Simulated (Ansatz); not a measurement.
`O=C=[N][Sn]([N]=C=O)([N]=C=O)[N]=C=O`, relaxed with RKS PBE0-D4/def2-TZVP in the Gaussian-basis code of Ansatz from a PBE-D4/def2-SVP geometry. The force threshold is 0.005 eV/Å; the program also tests the step.

The species carries charge 0 and has multiplicity 1. Sn takes the def2 core potential.

Start:

```xyz
13

O     2.231    0.058    3.081
C     1.683   -0.344    2.118
N     1.171   -0.848    1.124
Sn   -0.248   -0.330   -0.228
N    -0.767   -1.964   -1.260
C    -0.203   -2.770   -1.991
O     0.241   -3.596   -2.703
N    -1.949    0.300    0.654
C    -2.278    1.134    1.490
O    -2.690    1.905    2.281
N     0.464    1.038   -1.539
C     0.940    2.168   -1.488
O     1.405    3.249   -1.538
```

```
         step  energy (eV)  largest force (eV/Å)  largest move (Å)
            1  -24117.1158                 1.787             0.000
            2  -24117.3211                 0.289             0.100
            3  -24117.3271                 0.109             0.027
            4  -24117.3279                 0.081             0.011
            5  -24117.3296                 0.008             0.044
            6  -24117.3300                 0.096             0.050
            7  -24117.3304                 0.072             0.008
 8 (rejected)  -24117.3300                 0.297             0.108
            9  -24117.3323                 0.043             0.054
           10  -24117.3330                 0.254             0.098
           11  -24117.3357                 0.112             0.013
           13  -24117.3410                 0.035             0.043
           15  -24117.3435                 0.039             0.081
           17  -24117.3448                 0.030             0.048
           19  -24117.3464                 0.157             0.074
           21  -24117.3482                 0.005             0.044
           23  -24117.3491                 0.117             0.053
           25  -24117.3497                 0.032             0.034
           27  -24117.3499                 0.035             0.004
           29  -24117.3501                 0.028             0.035
           31  -24117.3502                 0.036             0.009
           33  -24117.3503                 0.052             0.038
           35  -24117.3505                 0.001             0.011
37 (rejected)  -24117.3506                 0.092             0.033
           39  -24117.3507                 0.053             0.040
           41  -24117.3508                 0.001             0.008
```

End:

```xyz
13

O     2.128   -0.852    3.194
C     1.776   -0.570    2.125
N     1.492   -0.257    0.993
Sn   -0.197   -0.183   -0.045
N    -0.561   -1.927   -0.896
C    -0.105   -2.530   -1.837
O     0.277   -3.172   -2.725
N    -1.738    0.169    1.141
C    -2.390    1.148    1.418
O    -3.061    2.039    1.735
N    -0.030    1.227   -1.427
C     0.821    2.047   -1.683
O     1.588    2.861   -1.992
```

Run time 66 s (4 threads of an AMD EPYC 7R13 on a shared host and a share of an NVIDIA H100 80 GB); peak host memory 1.1 GiB.
